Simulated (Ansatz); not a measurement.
`[SH][InH2]` + `C[NH][GeH3]` → `C[N]([GeH3])[InH2]` + H₂S at 500 K and 1 bar (ligand exchange at the In–S bond).

Gas-phase electronic energies from Ansatz, PBE0-D4/def2-TZVP geometries. CBS: MP2 limit from def2 TZ/QZ plus the TZ coupled-cluster correction, frozen cores. This one scheme is used for every species. def2 core potentials past Kr. For Ge, In outer-core shells are correlated without core-valence functions, which leaves a few kJ/mol of doubt a bond. Scalar relativity is left out up to krypton.

```tsv
species	CCSD(T)/CBS energy (Eh)	H − E (kJ/mol)	S (J/(mol·K))
`[SH][InH2]`	-589.39884	84.2	327.8
`C[NH][GeH3]`	-2173.06430	241.1	362.9
`C[N]([GeH3])[InH2]`	-2363.46641	260.2	456.6
H₂S	-398.97279	57.0	224.0
```

H − E and S are ideal-gas, rigid-rotor, harmonic terms from PBE0-D4/def2-TZVP, for one conformer and one mirror image of each species. 1 Eh = 2625.50 kJ/mol, R = 8.31446 J/(mol·K).

**Question.** By hand: ΔE, ΔH, ΔS and ΔG.

**Answer.** ΔE = (-2363.46641) + (-398.97279) − (-589.39884) − (-2173.06430) = 0.02394 Eh = 62.9 kJ/mol. Δ(H − E) = 260.2 + 57.0 − 84.2 − 241.1 = -8.1, so ΔH = 54.8 kJ/mol. ΔS = 456.6 + 224.0 − 327.8 − 362.9 = -10.1 J/(mol·K). ΔG = 54.8 − 500 × (-10.1)/1000 = 59.8 kJ/mol.

**Question.** By hand: the equilibrium constant, and the temperature at which ΔG would vanish if ΔH and ΔS stayed fixed.

**Answer.** log₁₀ K = −ΔG/(RT ln 10) = -6.2. ΔH and −TΔS have one sign here, so there is no such temperature.

The number of gas molecules stays the same, so ΔS is small and ΔH decides. A doubt of 5 kJ/mol in ΔE shifts log₁₀ K by 0.5 here. Other conformers and mirror images would add mixing entropy, several J/(mol·K) or more a flexible species. These are equilibria of isolated gas molecules and say nothing of rates. Largest T1 diagnostic: 0.015 (customary marks: 0.02 for closed shells, 0.045 for open ones).

ΔS is within the doubt of such terms, so its sign, and with it that verdict, could turn.
